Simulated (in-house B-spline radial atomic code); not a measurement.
A run on P2+ (an excited or competing configuration) that did not converge. Method: scalar-relativistic (X2C) revTPSS, spin-polarised, spherical fractional occupations, Fermi nucleus of rms radius 3.1889 fm; computed with an all-electron radial atomic-structure program (B-spline basis). In the input, 2p2,3 would mean two up and three down electrons.

Command:
```bash
python run_scf.py task.json out
```
Settings (nuclear radius in fm, mass in u):
```
Z                15
configuration    1s2 2s2 2p6 3s1,0 3p1,0 4s0,1
hamiltonian      x2c
method           revtpss,revtpss
spin_polarised   True
nucleus          fermi
rms_radius       3.1889
atomic_mass      30.97376
speed_of_light   137.035999084
```

First and last ten iterations of the last attempt (damped for 15 steps, keeping 80 % of the old Fock matrix, then DIIS):
```
 iter        energy (Eh)    residual
    1        -340.030327    2.16e-02
    2        -340.032070    7.07e-03
    3        -340.032082    6.60e-03
    4        -340.032090    6.18e-03
    5        -340.032096    5.81e-03
    6        -340.032101    5.49e-03
    7        -340.032104    5.20e-03
    8        -340.032106    4.95e-03
    9        -340.032108    4.72e-03
   10        -340.032110    4.52e-03
  111        -338.011665    2.96e-01
  112        -338.400850    3.02e-01
  113        -338.028257    3.07e-01
  114        -334.421568    3.38e-01
  115        -335.092983    1.16e+00
  116        -335.087210    1.19e+00
  117        -335.162424    1.20e+00
  118        -337.747524    3.46e-01
  119        -338.610276    2.45e-01
  120        -336.805179    2.01e-01
 not converged after 120 iterations
```

The smallest residual met was 9.5e-04; the threshold is about 1e-07. No energy from this run should be used. Cost of the run: 2.4 s on 1 thread of Arm Neoverse V1, on a shared host.
